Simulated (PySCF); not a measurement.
# Be⁺: excitation energy

Be⁺ [He] 2s1 (2S) → Be⁺ [He] 3d1 (2D), as a difference of total energies. Calculation: PySCF 2.14, in aug-cc-pVTZ-DK (5s4p3d2f, 46 functions); scalar relativity by spin-free X2C-1e. The calculations carry no spin-orbit coupling.

Task: Order these methods by the excitation energy they give, lowest first.
A. PBE
B. M06
C. UHF
D. HSE06

Result: B (11.353 eV), A (11.829 eV), D (11.935 eV), C (12.263 eV).

For comparison: 12.157 eV (measured; NIST levels, between the centres of gravity of the two terms).
